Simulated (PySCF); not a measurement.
Run record: geometry optimisation, `[SnH2]([BH2])[CH]=C`.

Computed with PBE0-D3(BJ)/def2-SVP geometry optimisation, gas phase, def2 core potentials past Kr (PySCF 2.14.0). Start geometry: GFN2-xTB. A driver script takes a list of jobs; this job's settings line and coordinates (Å) are shown.

Input:
```
{"job": {"xc": "PBE0", "basis": "def2-SVP", "d3": "d3bj", "grid": 1, "maxiter": 30, "shake": 0.01, "kind": "geom"}, "charge": 0, "multiplicity": 1}
B      2.363760    -0.480620     0.573110
Sn     0.710700     0.611840    -0.435620
C     -1.244190     0.191850     0.385420
C     -2.146950    -0.468010    -0.226860
H      2.698090    -1.495180     0.163600
H      2.827190    -0.021470     1.531200
H      0.565970     0.308240    -2.069460
H      0.869570     2.290360    -0.393730
H     -1.398900     0.554650     1.420140
H     -3.137410    -0.668240     0.253010
H     -2.069710    -0.849240    -1.216480
```

Output:
```
step   0  E = -319.25006092  max force = 0.076903
step   1  E = -319.26090458  max force = 0.011826
step   2  E = -319.26148286  max force = 0.003246
step   3  E = -319.26152545  max force = 0.001112
step   4  E = -319.26154883  max force = 0.000613
step   5  E = -319.26156110  max force = 0.000489
step   6  E = -319.26157788  max force = 0.000316
step   7  E = -319.26158744  max force = 0.000326
optimisation converged
```

Energies in Eh; «max force» is the largest Cartesian gradient component in Eh/bohr.

Problem. How much energy does the optimisation release, in eV?

Solution. E(step 0) − E(last step) = 0.011527 Eh, which is 0.314 eV.

Problem. Give the first gradient maximum in eV/Å.

Solution. With 1 Eh/bohr = 51.422 eV/Å, 3.955 eV/Å.

In short: final energy -319.26159 Eh after 7 steps; dipole 0.67 D.

Problem. Give the final coordinates.

Solution. 0.067 Å rms from the input after alignment:
```
atom  x, y, z in Å
B1     2.3525   -0.3258    0.5077
Sn2    0.6308    0.7268   -0.4932
C3    -1.2004    0.1160    0.4506
C4    -2.1362   -0.6043   -0.1735
H5     2.8066   -1.3480    0.0506
H6     2.8256    0.0926    1.5376
H7     0.4642    0.3211   -2.1539
H8     0.7503    2.4357   -0.3538
H9    -1.3645    0.4123    1.4944
H10   -3.0654   -0.9028    0.3282
H11   -2.0301   -0.9282   -1.2153
```

Problem. Estimate the wall time. Hardware: an Intel Xeon Platinum 8259CL at 2.50 GHz with one thread, shared host with 96 logical CPUs at a one-minute load of 54. And the peak memory of the process?

Solution. About 60 s, with 0.43 GiB resident at the peak, the Python interpreter and its libraries included.
Labels such as C1 count atoms from 1, the log's own numbers from 0.
